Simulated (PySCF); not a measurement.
C₂H₆B, charge +1, multiplicity 1.

```xyz
9

C      0.0000     0.0000     1.4795
B      0.0000     0.0000     0.0000
C      0.0000     0.0000    -1.4795
H     -0.8929    -0.5155     1.8583
H      0.8929    -0.5155     1.8583
H      0.0000     1.0311     1.8583
H     -0.8929     0.5155    -1.8583
H      0.0000    -1.0311    -1.8583
H      0.8929     0.5155    -1.8583
```
Charge +1, spin multiplicity 1.

Geometry: ωB97X-D3(BJ)/def2-TZVP. The multiplicity is an assumed one; other spin states were not compared. The isomer is the one that the SMILES or the coordinates give; other isomers of the formula were not compared.

Computed with PBE0/pcSseg-1 (PySCF). Non-relativistic, no solvent.

Computed absolute GIAO shielding of each atom: isotropic value and principal components (ppm):
| atom | σ(iso) | σ11 | σ22 | σ33 | span |
|---|---|---|---|---|---|
| C1 | 176.7 | 158.0 | 158.0 | 214.1 | 56.1 |
| B2 | -6.6 | -109.3 | -109.3 | 199.0 | 308.3 |
| C3 | 176.7 | 158.0 | 158.0 | 214.1 | 56.1 |
| H4 | 28.7 | 25.4 | 25.8 | 35.0 | 9.6 |
| H5 | 28.7 | 25.4 | 25.8 | 35.0 | 9.6 |
| H6 | 28.7 | 25.4 | 25.8 | 35.0 | 9.6 |
| H7 | 28.7 | 25.4 | 25.8 | 35.0 | 9.6 |
| H8 | 28.7 | 25.4 | 25.8 | 35.0 | 9.6 |
| H9 | 28.7 | 25.4 | 25.8 | 35.0 | 9.6 |
